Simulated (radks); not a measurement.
Task: These are the eigenvalues of the occupied orbitals of an atom or ion with whole-number occupations (eV). Calculated with a radial shooting solver on a logarithmic mesh with Libxc functionals: non-relativistic Kohn-Sham, r2SCAN, spin-polarised, spherical densities, point nucleus; meta-GGA in the generalised Kohn-Sham scheme.

| orbital | eigenvalue |
|---|---|
| 1s | -625.4005 |
| 2s | -103.1207 |

Which element is it, and in what charge state? The configuration may be excited. Open shells, if any, are filled with parallel spins first.

Result: Z = 8, oxygen, charge +4: O4+ in [He] 2s2. The 1s level, -22.983 hartree, gives Z - s = 6.8 by -(Z - s)^2/2, which with screening narrows Z to a few neighbours, and with so few levels the electron count can be read from the list.
